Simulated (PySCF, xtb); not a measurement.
C3H10OSi2, SMILES C=C[C@H]([SiH3])[SiH2]O. One conformer was computed; it need not be the lowest.

Harmonic wavenumbers (cm⁻¹) from GFN2-xTB run with xtb 6.7.1 at its own minimum, in rising order: 43, 72, 115, 131, 170, 237, 250, 300, 393, 498, 515, 542, 599, 612, 670, 755, 770, 772, 785, 798, 812, 836, 868, 906, 959, 1020, 1111, 1119, 1222, 1314, 1419, 1694, 2228, 2238, 2247, 2261, 2334, 2939, 3019, 3094, 3117, 3671.

Q: What does PBE0-D3(BJ)/def2-SVP (PySCF) give at its own minimum? (The exact figures need the calculation; the answer reports its results.)

A: 33, 73, 113, 154, 177, 208, 228, 311, 402, 559, 572, 632, 641, 706, 719, 821, 836, 885, 900, 924, 935, 940, 946, 949, 964, 1022, 1066, 1129, 1202, 1316, 1425, 1722, 2216, 2229, 2234, 2240, 2263, 3058, 3135, 3162, 3265, 3940. Paired by order, the mean absolute difference is 55 cm⁻¹ and the zero-point energies are 70.7 and 73.3 kcal/mol.
